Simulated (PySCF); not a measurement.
# Electron correlation in Nb⁺ (niobium, charge +1)

[Kr] 4d3 5p1, one real determinant (an excited configuration). All numbers are calculated (PySCF 2.14, scalar relativity through the core potential, in def2-TZVPPD with the def2 core potential (28 electrons) (6s4p3d2f1g, 56 functions)). Frozen: nothing; 12 electrons correlated.

| level | correlation energy (mhartree) |
| --- | --- |
| CCSD | -271.80 |
| (T) | -6.92 |
| CCSD(T) | -278.72 |

Diagnostics: T1 = 0.011, D1 = 0.0464, largest double amplitude 0.044.

Task: Is a single reference adequate?

Result: Yes, within this model without spin-orbit coupling: T1 lies below 0.03 and no double amplitude reaches 0.07.

The reference is one real determinant that mixes LS terms of this configuration.

The basis has no tight functions for the innermost shells, so their pair energies are far from complete.

This basis was not built for core-valence correlation, so the inner-shell part is incomplete.
